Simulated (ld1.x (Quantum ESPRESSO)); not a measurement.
I: variants of one TM potential

Base potential:

ld1.x (Quantum ESPRESSO) 7.5 input, shortened:

```
&input
   title='I', zed=53., rel=1, dft='PW91', iswitch=3,
   config='[Kr] 4d10 5s1.75 5p5.25'
 /
 &inputp
   pseudotype=2, tm=.true., lloc=2,
   nlcc=.true., new_core_ps=.true.
 /
3
5S  1  0   1.75   0.00  1.30  1.30  0.0
5P  2  1   5.25   0.00  1.45  1.45  0.0
4D  3  2  10.00   0.00  0.85  0.85  0.0
 &test
   configts(1)='4d10 5s1.75 5p5.25'
 /
```

Cutoffs, loose and tight: the cutoffs (Ry, on a coarse ladder) from which the occupation-weighted sum of valence levels, in a spherical-Bessel basis at the reference potential, stays within 10 and 1 mRy of its value at 400 Ry. They do not see the model core or the augmentation charge, which bear on the density cutoff. Test errors are all-electron minus pseudo excitation energies from the reference, over the configurations 4d10 5s2 5p5; 4d10 5s2 5p4; 4d10 5s2 5p3; 4d9 5s2 5p5; 4d10 5s2 5p2; 4d10 5s1 5p6; 4d10 5s2 5p5.3. A dash means not determined; rows that change the core or the reference have their own tests. The largest error is taken over the tests solved by every variant that gives reliable tests at all: 4d10 5s1 5p6; 4d10 5s2 5p2; 4d10 5s2 5p3; 4d10 5s2 5p4; 4d10 5s2 5p5; 4d10 5s2 5p5.3.

A true bound ghost makes a file unfit for plane-wave use even where its test errors are small: the radial tests pick states by their node count and pass the ghost by. Where a test does run into it, the solver fails or the error is huge.

```tsv
change	outcome	cutoff, loose	cutoff, tight	bound ghosts	largest test error (meV)
base	generated	180 Ry	300 Ry	s, p	-18
wave 5p (bound): rc 1.45 bohr becomes 5p (bound): rc 0.98 bohr	failed: run_pseudo: Errors in PS-KS equation	–	–	–	–
wave 5p (bound): rc 1.45 bohr becomes 5p (bound): rc 1.18 bohr	generated	over 300 Ry	over 300 Ry	p, s	-239
wave 5p (bound): rc 1.45 bohr becomes 5p (bound): rc 1.28 bohr	generated	200 Ry	over 300 Ry	s, p	-102
wave 5p (bound): rc 1.45 bohr becomes 5p (bound): rc 1.48 bohr	generated	180 Ry	300 Ry	s, p	-18
wave 5p (bound): rc 1.45 bohr becomes 5p (bound): rc 1.62 bohr	generated	160 Ry	300 Ry	s, p	-6.9
wave 5p (bound): rc 1.45 bohr becomes 5p (bound): rc 1.82 bohr	generated	160 Ry	300 Ry	s, p	-9.1
wave 5p (bound): rc 1.45 bohr becomes 5p (bound): rc 2.00 bohr	generated	160 Ry	300 Ry	s, p	-9.8
wave 5p (bound): rc 1.45 bohr becomes 5p (bound): rc 2.12 bohr	generated	160 Ry	300 Ry	s, p	-9.5
```

Reading the sweep of the p radius (base included, trends over the rows without a ghost): Bound ghosts are found at 1.18, 1.28, 1.45, 1.48, 1.62, 1.82, 2, 2.12 bohr. Every judged row has one, so this setting neither creates nor removes them. The generation fails at 0.98 bohr.
